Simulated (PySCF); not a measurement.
Ligands exchanged one at a time, In H-Cl. Isolated molecules, 0 K electronic values unless said otherwise. Strings in code marks are SMILES.

Method: PBE-D3(BJ)/def2-TZVP (PySCF). Excitations are Tamm–Dancoff values on a coarser integration grid. The basis has no diffuse functions, so Rydberg states are missing or too high.

```
species                                         HOMO–LUMO gap (eV)  S1–T1 gap (TDA) (eV)  LUMO (eV)
----------------------------------------------  ------------------  --------------------  ---------
0 of 3 H replaced by Cl (`[InH3]`)                               …                     –      -2.65
1 of 3 H replaced by Cl (`[Cl][InH2]`)                        4.15                  0.14      -2.72
2 of 3 H replaced by Cl (`[Cl][InH][Cl]`)                     4.71                  0.37      -2.82
3 of 3 H replaced by Cl (`[Cl][In]([Cl])[Cl]`)                4.07                     …      -3.94
```

Problem. Fill in the missing entries.

Solution. 
- 0 of 3 H replaced by Cl (`[InH3]`), HOMO–LUMO gap (eV): 4.34
- 3 of 3 H replaced by Cl (`[Cl][In]([Cl])[Cl]`), S1–T1 gap (TDA) (eV): 0.30
